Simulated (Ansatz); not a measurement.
Reaction (atomization): `CC(C)[Si]F` → 3 C• + F• + 7 H• + Si•

Calculated with Ansatz (gas phase, PBE0-D4/def2-TZVP geometries, no zero-point term in ΔE). CCSD(T)/CBS adds triple-zeta CCSD(T) − MP2 to the extrapolated MP2 energy (def2 sets, frozen cores). This one scheme is used for every species, atoms too. DFT in def2-TZVPP. No spin–orbit coupling; open shells (•) take unrestricted orbitals. Spin–orbit coupling would lower the free atoms: a little for C, F, Si. Each species was taken in one conformer, which may not be the lowest.

| level | ΔE (eV) |
| --- | --- |
| LDA (SPW92) | 54.73 |
| MP2/def2-QZVPP | 48.42 |
| SCS-MP2/def2-QZVPP | 48.27 |
| MP2/CBS(def2) | 48.87 |

Problem. What does CCSD(T)/CBS give? (Estimate.)

Solution. Ansatz gave: +48.26 eV. The listed levels differ from it by 6.47, 0.16, 0.01, 0.61 eV.

Largest T1 diagnostic among the species: 0.012.

The D4 term adds +0.42 eV with B3LYP and +0.22 eV with PBE0; it sums over pairs of atoms, weighted by their polarisabilities, and B3LYP, whose exchange is more repulsive, gets the larger term. From BLYP to BHLYP (50 % exact exchange), in def2-TZVPP and without D4, ΔE moves by −0.78 eV: exact exchange takes away binding that semilocal exchange gives to molecules. Leaving LDA and LC-ωPBE aside and taking each functional with its dispersion term where it has one, the values, not all of them listed here, spread over 2.00 eV, from BHLYP-D4 to PBE-D4. LDA lies +5.97 eV from PBE without D4, its usual overbinding.

B3LYP here is the variant with VWN-RPA as its local correlation; programs differ in this.

For atomizations the MP2-based limit and the directly extrapolated one differ by several kJ/mol either way, and by 10 to 25 for some Ge, Se and Sn compounds, so smaller differences from it don't rank the levels.
